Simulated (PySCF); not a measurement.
Zn(k2OAc)2 (C4H6O4Zn), SMILES [Zn]12(<-[O]=C(C)[O]2)<-[O]=C([O]1)C.

Geometry: PBE-D3(BJ)/def2-SVP. The isomer is the one that the SMILES or the coordinates give; other isomers of the formula were not compared. One conformer was computed; it need not be the lowest.

Two levels are set side by side: PBE/def2-SVP (PySCF) and M06-2X/def2-SVP (PySCF). Same geometry, gas phase. Differences are taken from unrounded values.

| quantity | M06-2X |
|---|---|
| orbital gap (eV) | 10.29 |
| highest occupied level (eV) | -9.99 |
| lowest empty level (eV) | 0.31 |
| dipole moment (D) | 0.17 |
| mean polarisability (bohr³) | 65.5 |

Q: What does PBE give, and how far is it from M06-2X? (An estimate is asked for; the answer gives what the named calculation found.)

A: 
```json
[
 {"quantity": "orbital gap (eV)", "PBE": "5.36", "PBE minus M06-2X": "-4.93"},
 {"quantity": "highest occupied level (eV)", "PBE": "-6.47", "PBE minus M06-2X": "3.52"},
 {"quantity": "lowest empty level (eV)", "PBE": "-1.11", "PBE minus M06-2X": "-1.42"},
 {"quantity": "dipole moment (D)", "PBE": "0.17", "PBE minus M06-2X": "0.01"},
 {"quantity": "mean polarisability (bohr³)", "PBE": "71.9", "PBE minus M06-2X": "6.5"}
]
```

Without exact exchange PBE keeps part of each electron's self-repulsion, which lifts occupied levels and narrows the gap. PBE's more diffuse valence density responds more strongly to a field. Differences between two approximate levels are no errors against the true value.

Rough cost on one machine, each run with all the roots and properties that it gave: M06-2X against PBE about 5 times.
